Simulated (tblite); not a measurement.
C4H10ClPSi2.
SMILES with atom numbers: `[CH3:1][C:2]#[C:3][Si@@H:4]([CH2:5][Cl:6])[PH:7][SiH3:8]` (hydrogens: H9, H10, H11 on C1; H12 on Si4; H13, H14 on C5; H15 on P7; H16, H17, H18 on Si8)

Computed with GFN2-xTB (tblite), gas phase: L-BFGS steps from a force-field or distance-geometry start until the largest atomic force falls under 0.01 eV/Å.

Step 106: E = -656.4659 eV
```
atom  x, y, z in Å  |  force x, y, z in eV/Å
C1      3.9220    1.0228   -0.0937   -0.002  -0.002   0.003
C2      2.5828    0.5395   -0.3329    0.027   0.016  -0.002
C3      1.4713    0.1246   -0.5492   -0.021  -0.002   0.002
Si4    -0.2834   -0.3966   -0.7733    0.001   0.005   0.008
C5     -0.3504   -2.3071   -0.6586   -0.004   0.000  -0.003
Cl6    -2.0558   -2.7968   -0.4887    0.002   0.004   0.003
P7     -1.5164    0.3397    0.9445   -0.004  -0.011  -0.005
Si8    -3.4502    0.8860   -0.0306    0.000   0.001   0.001
H9      3.8794    2.0244    0.3339    0.012  -0.002  -0.006
H10     4.4798    1.0574   -1.0291   -0.002   0.002   0.004
H11     4.4368    0.3620    0.6029    0.003  -0.004   0.001
H12    -0.7336   -0.0027   -2.1178    0.002   0.000  -0.009
H13     0.1777   -2.6956    0.2088   -0.010   0.002   0.000
H14     0.0347   -2.7940   -1.5497    0.003  -0.004   0.001
H15    -0.9904    1.6183    0.9063   -0.001   0.003   0.002
H16    -4.1369    1.7837    0.8994    0.000  -0.002   0.002
H17    -4.2129   -0.3399   -0.2388   -0.004  -0.004   0.003
H18    -3.2628    1.5807   -1.3099   -0.003  -0.004  -0.004
```

Step 107: E = -656.4660 eV
```
atom  x, y, z in Å  |  force x, y, z in eV/Å
C1      3.9220    1.0229   -0.0935    0.004  -0.001   0.002
C2      2.5829    0.5398   -0.3327    0.006   0.007  -0.005
C3      1.4714    0.1245   -0.5488   -0.003   0.005   0.005
Si4    -0.2832   -0.3966   -0.7732   -0.002   0.004   0.005
C5     -0.3503   -2.3072   -0.6588   -0.006   0.002  -0.002
Cl6    -2.0557   -2.7970   -0.4888    0.002   0.005   0.003
P7     -1.5166    0.3395    0.9443   -0.003  -0.010  -0.005
Si8    -3.4505    0.8860   -0.0304    0.001   0.005   0.000
H9      3.8797    2.0245    0.3338    0.011  -0.002  -0.004
H10     4.4796    1.0574   -1.0291   -0.002   0.002   0.004
H11     4.4370    0.3620    0.6029    0.002  -0.003   0.000
H12    -0.7332   -0.0028   -2.1180    0.002  -0.001  -0.007
H13     0.1778   -2.6958    0.2085   -0.009   0.001   0.002
H14     0.0347   -2.7943   -1.5498    0.003  -0.004  -0.001
H15    -0.9906    1.6182    0.9062   -0.001   0.002   0.002
H16    -4.1368    1.7842    0.8994    0.001  -0.001   0.002
H17    -4.2138   -0.3394   -0.2381   -0.004  -0.006   0.003
H18    -3.2632    1.5804   -1.3102   -0.003  -0.005  -0.002
```

Step 108: E = -656.4660 eV
```
atom  x, y, z in Å  |  force x, y, z in eV/Å
C1      3.9225    1.0231   -0.0931    0.013   0.000  -0.001
C2      2.5834    0.5404   -0.3320   -0.028  -0.009  -0.009
C3      1.4718    0.1242   -0.5477    0.030   0.018   0.010
Si4    -0.2826   -0.3966   -0.7731   -0.006   0.001  -0.007
C5     -0.3505   -2.3074   -0.6597   -0.007   0.007  -0.001
Cl6    -2.0561   -2.7963   -0.4893    0.001   0.004   0.002
P7     -1.5168    0.3389    0.9438   -0.005  -0.006  -0.003
Si8    -3.4510    0.8856   -0.0302    0.004   0.012  -0.007
H9      3.8808    2.0250    0.3336    0.011  -0.001  -0.001
H10     4.4797    1.0577   -1.0290   -0.002   0.001   0.004
H11     4.4382    0.3622    0.6029   -0.003   0.000  -0.002
H12    -0.7315   -0.0026   -2.1188    0.004  -0.002   0.001
H13     0.1772   -2.6961    0.2077   -0.006  -0.001   0.006
H14     0.0344   -2.7948   -1.5503    0.003  -0.003  -0.003
H15    -0.9916    1.6181    0.9066   -0.001  -0.001   0.002
H16    -4.1358    1.7855    0.8989    0.001   0.000   0.002
H17    -4.2163   -0.3387   -0.2347   -0.006  -0.012   0.001
H18    -3.2645    1.5780   -1.3117   -0.003  -0.009   0.006
```

Step 109: E = -656.4661 eV
```
atom  x, y, z in Å  |  force x, y, z in eV/Å
C1      3.9237    1.0236   -0.0926    0.021   0.002  -0.003
C2      2.5846    0.5412   -0.3307   -0.058  -0.023  -0.014
C3      1.4728    0.1242   -0.5455    0.057   0.028   0.014
Si4    -0.2813   -0.3963   -0.7734   -0.010  -0.001  -0.019
C5     -0.3511   -2.3074   -0.6609   -0.007   0.011   0.000
Cl6    -2.0573   -2.7941   -0.4904    0.000   0.004   0.001
P7     -1.5174    0.3374    0.9426   -0.005   0.000   0.000
Si8    -3.4521    0.8844   -0.0301    0.003   0.024  -0.007
H9      3.8827    2.0257    0.3334    0.010  -0.002   0.004
H10     4.4802    1.0582   -1.0290   -0.002  -0.001   0.002
H11     4.4404    0.3625    0.6028   -0.007   0.004  -0.002
H12    -0.7281   -0.0020   -2.1203    0.007  -0.004   0.010
H13     0.1758   -2.6964    0.2065   -0.003  -0.003   0.010
H14     0.0335   -2.7956   -1.5512    0.002  -0.001  -0.006
H15    -0.9936    1.6175    0.9071   -0.002  -0.006   0.001
H16    -4.1338    1.7887    0.8977    0.004  -0.003  -0.001
H17    -4.2209   -0.3384   -0.2284   -0.008  -0.018  -0.001
H18    -3.2670    1.5731   -1.3141   -0.004  -0.013   0.010
```

Task: Estimate the geometry and energy of step 110. (The exact step hangs on the optimiser's Hessian estimate; all steps are aligned on step 109, rigid shifts and turns removed.)

Result: E = -656.4663 eV, largest force 0.079 eV/Å
```
atom  x, y, z in Å  |  force x, y, z in eV/Å
C1      3.9270    1.0243   -0.0921    0.022   0.002  -0.006
C2      2.5873    0.5423   -0.3283   -0.071  -0.031  -0.017
C3      1.4755    0.1244   -0.5422    0.069   0.033   0.015
Si4    -0.2786   -0.3950   -0.7740   -0.010  -0.003  -0.033
C5     -0.3534   -2.3063   -0.6627   -0.002   0.015   0.001
Cl6    -2.0609   -2.7877   -0.4927   -0.002   0.004  -0.001
P7     -1.5187    0.3342    0.9405   -0.006   0.009   0.005
Si8    -3.4541    0.8814   -0.0301    0.003   0.032  -0.014
H9      3.8872    2.0270    0.3329    0.009  -0.003   0.010
H10     4.4821    1.0590   -1.0293   -0.003  -0.004   0.000
H11     4.4450    0.3631    0.6023   -0.010   0.008  -0.002
H12    -0.7212    0.0002   -2.1230    0.009  -0.005   0.022
H13     0.1713   -2.6960    0.2056    0.000  -0.005   0.012
H14     0.0309   -2.7965   -1.5520    0.000   0.002  -0.006
H15    -0.9982    1.6162    0.9097    0.000  -0.013   0.000
H16    -4.1305    1.7923    0.8951    0.006  -0.001  -0.001
H17    -4.2276   -0.3398   -0.2172   -0.009  -0.022  -0.004
H18    -3.2718    1.5631   -1.3189   -0.005  -0.019   0.020
```

The energy changes by -0.0002 eV. The first-order estimate −F·Δx gives -0.0002 eV and the mean of the old and new forces, exact on a quadratic surface, -0.0002 eV. The step makes an angle of 85° with the force vector and moves no atom by more than 0.013 Å.

What follows is the cost of the whole relaxation. The run took 1.4 s on Arm Neoverse V1, one thread (shared host).
